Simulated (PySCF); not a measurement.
# Magnetisability: `C=CC1=C[C@@H](C=C)CC1`, C$_{9}$H$_{12}$

Molfile (atoms numbered from 1):
```
C9H12
     RDKit          3D

 21 21  0  0  0  0  0  0  0  0999 V2000
    3.5078    0.0321    0.4113 C   0  0  0  0  0  0  0  0  0  0  0  0
    2.3980    0.3344    1.0776 C   0  0  0  0  0  0  0  0  0  0  0  0
    1.0637   -0.0561    0.6857 C   0  0  0  0  0  0  0  0  0  0  0  0
   -0.0625    0.2801    1.3189 C   0  0  0  0  0  0  0  0  0  0  0  0
   -1.2942   -0.2319    0.6289 C   0  0  1  0  0  0  0  0  0  0  0  0
   -2.0046    0.9039   -0.0492 C   0  0  0  0  0  0  0  0  0  0  0  0
   -3.2527    1.2546    0.1953 C   0  0  0  0  0  0  0  0  0  0  0  0
   -0.7210   -1.2412   -0.3909 C   0  0  0  0  0  0  0  0  0  0  0  0
    0.7682   -0.8913   -0.5338 C   0  0  0  0  0  0  0  0  0  0  0  0
    3.4894   -0.5467   -0.4963 H   0  0  0  0  0  0  0  0  0  0  0  0
    4.4769    0.3570    0.7488 H   0  0  0  0  0  0  0  0  0  0  0  0
    2.4577    0.9243    1.9838 H   0  0  0  0  0  0  0  0  0  0  0  0
   -0.1314    0.8934    2.2012 H   0  0  0  0  0  0  0  0  0  0  0  0
   -1.9828   -0.7119    1.3304 H   0  0  0  0  0  0  0  0  0  0  0  0
   -1.4109    1.4446   -0.7747 H   0  0  0  0  0  0  0  0  0  0  0  0
   -3.7265    2.0769   -0.3135 H   0  0  0  0  0  0  0  0  0  0  0  0
   -3.8587    0.7296    0.9162 H   0  0  0  0  0  0  0  0  0  0  0  0
   -1.2501   -1.1924   -1.3421 H   0  0  0  0  0  0  0  0  0  0  0  0
   -0.8283   -2.2526    0.0026 H   0  0  0  0  0  0  0  0  0  0  0  0
    0.9602   -0.3061   -1.4367 H   0  0  0  0  0  0  0  0  0  0  0  0
    1.3931   -1.7838   -0.5764 H   0  0  0  0  0  0  0  0  0  0  0  0
  1  2  2  0
  2  3  1  0
  3  4  2  0
  4  5  1  0
  5  6  1  0
  6  7  2  0
  5  8  1  0
  8  9  1  0
  9  3  1  0
  1 10  1  0
  1 11  1  0
  2 12  1  0
  4 13  1  0
  5 14  1  1
  6 15  1  0
  7 16  1  0
  7 17  1  0
  8 18  1  0
  8 19  1  0
  9 20  1  0
  9 21  1  0
M  END
```

Computed with PySCF 2.14.0, GIAO HF/pcSseg-1 magnetisability, rotational g tensor and spin-rotation constants, non-relativistic, gas phase. Geometry: GFN2-xTB.

Problem. What are the magnetisability and the molar susceptibility?

Solution. Isotropic -1399 × 10⁻³⁰ J/T², or -84.2 × 10⁻⁶ cm³/mol; principal values -1548, -1339, -1309 × 10⁻³⁰ J/T², anisotropy 226 × 10⁻³⁰ J/T² (root of half the summed squared differences of the principal values). The susceptibility is in cgs units.

Problem. Split it along the inertial axes a, b, c into diamagnetic and paramagnetic parts about the centre of mass, with the quadrupole moment.

Solution. 
```
axis  χ (10⁻⁶ cm³/mol)  diamagnetic (10⁻⁶ cm³/mol)  paramagnetic (10⁻⁶ cm³/mol)  summed x² of all electrons (Å²)  quadrupole Θ (D Å)
   a             -82.2                      -434.3                        352.1                            315.4               +1.01
   b             -81.8                     -1478.3                       1396.5                             69.3               +0.37
   c             -88.7                     -1632.1                       1543.4                             33.0               -1.37
```
Anisotropies 2χaa − χbb − χcc = +6.2 and 2χbb − χaa − χcc = +7.3 × 10⁻⁶ cm³/mol. Θ is traceless in Buckingham's convention.

Problem. And the rotational g tensor?

Solution. 
| axis | rotational constant (GHz) | g | nuclear part | electronic part |
| --- | --- | --- | --- | --- |
| a | 4.1209 | -0.0345 | 0.6472 | -0.6817 |
| b | 0.9033 | -0.0076 | 0.5851 | -0.5926 |
| c | 0.8136 | -0.0038 | 0.5861 | -0.5899 |

Asymmetric top; isotopes 12C, 1H; no vibrational averaging.
